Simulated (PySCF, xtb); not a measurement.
CH₁₃NSi₄, SMILES [SiH3][SiH2][Si@@H](N)C[SiH3].

GFN2-xTB (xtb) at its own geometry gives an orbital gap of 3.78 eV and a dipole moment of 1.37 D.

The structure is a stationary point at ωB97X-D3(BJ)/def2-SVP. The structure was generated by enumeration; whether it is a known compound was not checked. One conformer was computed; it need not be the lowest.

**Question.** What does r2SCAN/def2-TZVP (PySCF) give? (Estimate from the structure and the level; the computed values follow.)

**Answer.** gap 5.18 eV (levels -5.98 and -0.79 eV), dipole 1.33 D.
